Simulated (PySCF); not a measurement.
C2H6BFO.
Cartesian coordinates in Å at the PBE0-D3(BJ)/def2-SVP level; atoms count from 1:
```xyz
11
C2H6BFO angstrom
C     -1.4015    1.0132   -0.4621
O     -0.1992    0.7509    0.1873
C      0.3485   -0.4904   -0.1341
B      1.6905   -0.7568    0.6285
F      2.3339   -1.8846    0.3663
H     -1.2873    1.0122   -1.5654
H     -1.7490    2.0076   -0.1484
H     -2.1837    0.2697   -0.2054
H      0.5333   -0.5970   -1.2286
H     -0.3479   -1.3287    0.1090
H      2.1746   -0.0117    1.4482
```

The closed-shell ground state was solved at several levels (PySCF, density fitting, gas phase, non-relativistic).

```tsv
level	basis functions	total energy (Eh)	HOMO (eV)	LUMO (eV)	gap (eV)	dipole (D)
B3LYP/pcJ-1	195	-279.7850	-7.33	-0.88	6.45	1.66
wB97X-D/pcSseg-2	264	-279.7981	-9.60	1.23	10.83	1.64
PBE0/def2-SVPD	154	-279.2637	-7.73	-0.74	6.99	1.67
```

Question: Estimate the row for PBE0/pcSseg-1, a basis of 115 functions; the other rows only guide the guess.

Answer: Total energy -279.4287 Eh, HOMO -7.58 eV, LUMO -0.61 eV, gap 6.97 eV, dipole 1.70 D.

Question: Over all these levels, which gives the widest orbital gap and which the narrowest?

Answer: wB97X-D/pcSseg-2 (range-separated hybrid) has the widest, 10.83 eV, and B3LYP/pcJ-1 (global hybrid, 20 % exact exchange) the narrowest, 6.45 eV. Functional and basis both differ between the two, so the spread mixes both effects.

Question: How far do the dipole and the HOMO energy spread over the levels?

Answer: The dipole runs from 1.64 to 1.70 D (mean 1.67 D) and the HOMO from -9.60 to -7.33 eV.

One conformer stands for the species.

The pairwise dispersion term of wB97X-D wasn't added to the energies; at a given geometry it leaves orbitals and properties as they are.
